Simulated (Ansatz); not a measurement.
Ideal-gas functions of C₂H₅GaO (`[CH2]1O[CH2][GaH]1`) at 298.15 K and 1 bar, from an Ansatz frequency run at PBE0-D4/def2-TZVP.

Molar mass 114.78 g/mol, point group C2v (symmetry number 2), electronic degeneracy 1, moments of inertia 48.414, 117.519, 159.593 u Å². Harmonic wavenumbers (cm⁻¹, unscaled): 82, 364, 418, 524, 536, 541, 707, 723, 925, 1046, 1167, 1177, 1206, 1207, 1451, 1477, 1965, 3017, 3026, 3064, 3065.

Use S(trans) = R[1.5 ln M + 2.5 ln T − 1.1517]; rotational temperatures θ = 24.2544 K / I; S(rot) = R[ln(√π/σ · √(T³/θAθBθC)) + 1.5]; for each mode x = 1.438777 ν̃/T, S = R[x/(eˣ − 1) − ln(1 − e⁻ˣ)] and H = RT x/(eˣ − 1); 1 cm⁻¹ = 0.0119627 kJ/mol; R = 8.31446 J/(mol·K).

Task: By hand: the entropy, in J/(mol·K).

Result: Translation 168.0. Rotation: θ = 0.501, 0.2064, 0.152 K, giving 99.8. Vibration, mode by mode: 16.08, 4.62, 3.76, 2.51, 2.40, 2.36, 1.25, 1.17, 0.53, 0.32, 0.20, 0.19, 0.17, 0.17, 0.06, 0.05, 0.01, 0.00, 0.00, 0.00, 0.00, in all 35.9. Electronic 0.0. Sum 303.7 J/(mol·K).

Task: By hand: H − E and G − E in kJ/mol, counted from the electronic energy.

Result: Zero-point energy ½ × 27688 × 0.0119627 = 165.6; thermal vibration 6.3; translation, rotation and pV give 4 RT = 9.9. H − E = 181.8 kJ/mol, and G − E = 181.8 − 298.15 × 303.7/1000 = 91.3 kJ/mol.

Vibration gives 12 % of the entropy, 16.1 J/(mol·K) of it from the mode under 150 cm⁻¹: soft modes count most, and the harmonic formula is weakest for them.
